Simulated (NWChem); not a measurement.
# C3H10N cation; SMILES CC(C)[NH3+]

Program: NWChem. The geometry was optimised at B3LYP/6-31G* (spherical d). Level PBE/def2-SVP: energy and gradient on several grids; changes count from the extra-fine grid, which is no exact limit either.

```json
[
 {"grid": "xcoarse", "size of the energy change (μHa)": "400", "largest change of a gradient component (μHa/bohr)": "3000", "time, medium = 1 (rough)": "about 1"},
 {"grid": "coarse", "size of the energy change (μHa)": "20", "largest change of a gradient component (μHa/bohr)": "90", "time, medium = 1 (rough)": "about 1"},
 {"grid": "medium", "size of the energy change (μHa)": "< 10", "largest change of a gradient component (μHa/bohr)": "< 30", "time, medium = 1 (rough)": "about 1"},
 {"grid": "fine", "size of the energy change (μHa)": "< 10", "largest change of a gradient component (μHa/bohr)": "< 30", "time, medium = 1 (rough)": "about 1"},
 {"grid": "xfine", "size of the energy change (μHa)": "< 10", "largest change of a gradient component (μHa/bohr)": "< 30", "time, medium = 1 (rough)": "3"}
]
```
